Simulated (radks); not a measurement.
Spherical quantum dot in the effective-mass picture: electrons in a parabolic well V = omega^2 r^2 / 2 with omega = 2.71, with a point charge +2 (a donor) at the centre, all in effective atomic units (hartree* = m*/eps^2 hartree, bohr* = eps/m* bohr), one dielectric constant everywhere. Calculated with a radial shooting solver with Libxc functionals: non-relativistic Kohn-Sham, LDA (Slater exchange, Perdew-Wang correlation), spin-polarised, spherical densities. Levels are named by radial order and angular momentum (1s, 1p, 1d, 2s, ...), and open shells are averaged over m. Results are scaled to m* = 0.333 and eps = 4, for which hartree* = 566.3 meV and bohr* = 0.6356 nm.

N = 14, configuration 1s2 1p6 1d(up 4, down 0) 2s2. This is the lowest configuration that the search found. Occupied and some empty levels:

level,occupation,eigenvalue (meV),<r> (nm)
1s up,1,7385.8,0.4182
1s down,1,7431.3,0.4124
1p up,3,8917.9,0.6538
1p down,3,8999.5,0.6515
2s up,1,9725.6,0.6875
2s down,1,9792.4,0.6915
1d up,4,10129,0.7815
1d down,0,10217,0.7823
1f up,0,11354,0.8791
2p up,0,11388,0.7968
1f down,0,11440,0.8817
2p down,0,11446,0.7991
1g up,0,12619,0.9623
1g down,0,12697,0.9657

Energy (meV): total 82930.0, kinetic 25374, external 16182, Hartree 47650, exchange-correlation -6275.7.

Electron density:

r (nm),n(r) (e/nm^3)
0.0284,36.48
0.0996,23.24
0.171,15.01
0.242,10.12
0.313,7.410
0.385,6.023
0.456,5.330
0.527,4.884
0.598,4.416
0.670,3.813
0.741,3.091
0.812,2.330
0.884,1.624
0.955,1.045
1.03,0.6191
1.10,0.3380
1.17,0.1699
1.24,0.07874
1.31,0.03362
1.38,0.01314
